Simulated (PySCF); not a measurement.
Radial density of S⁻ (sulfur, charge -1)

UHF, [Ne] 3s2 3p5, 2P determinant. Calculation: PySCF 2.14, in dyall-av2z; no relativity, point nucleus.

| r (bohr) | 4πr²ρ (e/bohr) | 4πr²(ρα − ρβ) |
| --- | --- | --- |
| 0.00194 | 0.1188 | 0.0000 |
| 0.00326 | 0.3214 | 0.0000 |
| 0.00549 | 0.8479 | 0.0000 |
| 0.00923 | 2.127 | 0.0000 |
| 0.0155 | 4.927 | 0.0001 |
| 0.0261 | 9.948 | 0.0004 |
| 0.0439 | 16.06 | 0.0023 |
| 0.0739 | 18.15 | 0.0112 |
| 0.124 | 13.54 | 0.0425 |
| 0.209 | 13.27 | 0.0982 |
| 0.352 | 17.68 | 0.0845 |
| 0.592 | 9.150 | -0.0073 |
| 0.995 | 2.850 | 0.2478 |
| 1.67 | 3.602 | 0.5511 |
| 2.82 | 1.479 | 0.2246 |
| 4.74 | 0.2136 | 0.0150 |
| 7.96 | 0.01053 | -0.0014 |

Q: Where is the radial spin density 4πr²(ρα − ρβ) most negative, and why is it negative at all?

A: Around r = 0.592 bohr, down to -0.0073 e/bohr: exchange with the open shell polarises the paired shells in an unrestricted calculation.
